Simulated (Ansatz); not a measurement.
Reaction: SiNH3Cl (SMILES N[SiH]Cl, doublet) → SiNH3Cl (SMILES [NH][SiH2]Cl, doublet)
Each species at its own B3LYP-D3(BJ)/def2-TZVP minimum (Ansatz, a quantum-chemistry and plane-wave program), one conformer.

Wanted: isomerisation energy (electronic), in kJ/mol. Radicals and triplets start from unrestricted determinants; spin-orbit coupling is neglected. CBS(X,Y): correlation extrapolated as X^-3, Hartree-Fock from the larger set. A bracket is a step between two methods taken in the basis named. Functionals run without relativity, which enters their misses. Double hybrids freeze cores in their MP2 part. 'core' is core correlation in cc-pwCVTZ (1s frozen past Ne), 'X2C' scalar relativity in cc-pVTZ-DK, both at CCSD(T).

CCSD(T)/CBS(cc-pV(T+d)Z,cc-pV(Q+d)Z) + [CCSDT(Q) - CCSD(T)]/cc-pV(D+d)Z + core + X2C (Ansatz) gives 96.3 kJ/mol.

How far off this value is PBE/def2-TZVPD (Ansatz), in which direction, and which of these levels come nearer: r2SCAN/def2-TZVPD, B3LYP/def2-TZVPD, PBE0/def2-TZVPD, wB97M-V/def2-TZVPD, B2PLYP/def2-TZVPD, CCSD(T)/CBS(cc-pV(T+d)Z,cc-pV(Q+d)Z) + core + X2C?

PBE gives 109.3 kJ/mol, 13.0 kJ/mol above it. Differences of the others: r2SCAN/def2-TZVPD (Ansatz) -0.5; B3LYP/def2-TZVPD (Ansatz) -2.6; PBE0/def2-TZVPD (Ansatz) 5.0; wB97M-V/def2-TZVPD (Ansatz) -4.4; B2PLYP/def2-TZVPD (Ansatz) 0.1; CCSD(T)/CBS(cc-pV(T+d)Z,cc-pV(Q+d)Z) + core + X2C (Ansatz) -0.1 kJ/mol. Nearer than PBE: r2SCAN/def2-TZVPD, B3LYP/def2-TZVPD, PBE0/def2-TZVPD, wB97M-V/def2-TZVPD, B2PLYP/def2-TZVPD, CCSD(T)/CBS(cc-pV(T+d)Z,cc-pV(Q+d)Z) + core + X2C.
